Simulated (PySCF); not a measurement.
**Radial density of F+ (fluorine, charge +1)**

UHF, [He] 2s2 2p4, high-spin 3P determinant. Calculation: PySCF 2.14, in cc-pVTZ-DK (4s3p2d1f, 30 functions); the spin-free X2C one-electron Hamiltonian (Gaussian nucleus).

```json
{"r (bohr)": "0.00324", "4πr²ρ (e/bohr)": "0.05977", "4πr²(ρα − ρβ)": "0.0000"}
{"r (bohr)": "0.00546", "4πr²ρ (e/bohr)": "0.1613", "4πr²(ρα − ρβ)": "0.0000"}
{"r (bohr)": "0.00918", "4πr²ρ (e/bohr)": "0.4176", "4πr²(ρα − ρβ)": "0.0001"}
{"r (bohr)": "0.0154", "4πr²ρ (e/bohr)": "1.044", "4πr²(ρα − ρβ)": "0.0002"}
{"r (bohr)": "0.0260", "4πr²ρ (e/bohr)": "2.424", "4πr²(ρα − ρβ)": "0.0009"}
{"r (bohr)": "0.0437", "4πr²ρ (e/bohr)": "4.975", "4πr²(ρα − ρβ)": "0.0040"}
{"r (bohr)": "0.0735", "4πr²ρ (e/bohr)": "8.258", "4πr²(ρα − ρβ)": "0.0194"}
{"r (bohr)": "0.124", "4πr²ρ (e/bohr)": "9.707", "4πr²(ρα − ρβ)": "0.0947"}
{"r (bohr)": "0.208", "4πr²ρ (e/bohr)": "6.800", "4πr²(ρα − ρβ)": "0.3738"}
{"r (bohr)": "0.350", "4πr²ρ (e/bohr)": "3.995", "4πr²(ρα − ρβ)": "1.1167"}
{"r (bohr)": "0.588", "4πr²ρ (e/bohr)": "5.587", "4πr²(ρα − ρβ)": "1.9475"}
{"r (bohr)": "0.989", "4πr²ρ (e/bohr)": "4.853", "4πr²(ρα − ρβ)": "1.5483"}
{"r (bohr)": "1.66", "4πr²ρ (e/bohr)": "1.302", "4πr²(ρα − ρβ)": "0.3845"}
{"r (bohr)": "2.80", "4πr²ρ (e/bohr)": "0.08130", "4πr²(ρα − ρβ)": "0.0194"}
{"r (bohr)": "4.71", "4πr²ρ (e/bohr)": "0.0002276", "4πr²(ρα − ρβ)": "0.0001"}
```

Densities and radii are taken from the X2C orbitals without a picture-change correction, which distorts them close to the nucleus.
